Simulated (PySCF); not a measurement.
Computed IR spectrum (relative IR intensity) of a molecule CH10O2Si3. Coordinates come from a B3LYP-D3(BJ)/def2-SVP optimisation. One conformer was computed; it need not be the lowest. All values below come from B3LYP-D3(BJ)/def2-SVP (PySCF 2.14.0). Frequencies are harmonic and unscaled.

Lines under 2 % of the strongest are left out, and lines within 2 cm⁻¹ are merged.

| ν (cm⁻¹) | relative intensity |
|---|---|
| 267 | 11 |
| 308 | 22 |
| 360 | 3.5 |
| 367 | 12 |
| 533 | 6.2 |
| 720 | 11 |
| 750 | 2.1 |
| 762 | 2.9 |
| 813 | 15 |
| 833 | 100 |
| 882 | 12 |
| 900 | 43 |
| 915 | 31 |
| 938 | 25 |
| 943 | 25 |
| 954 | 9.1 |
| 968 | 21 |
| 1059 | 90 |
| 1278 | 8.5 |
| 2194 | 19 |
| 2198 | 4.0 |
| 2204 | 41 |
| 2216 | 23 |
| 2235 | 19 |
| 2270 | 30 |
| 3870 | 12 |

Problem. Pick the molecule that these values belong to.
A) C[Si@H](O)O[SiH2][SiH3]
B) O[SiH2]C(O)([SiH3])[SiH3]
C) C[SiH2][Si](O)(O)[SiH3]
D) C[SiH2]O[SiH2]O[SiH3]

Solution. A, C[Si@H](O)O[SiH2][SiH3]
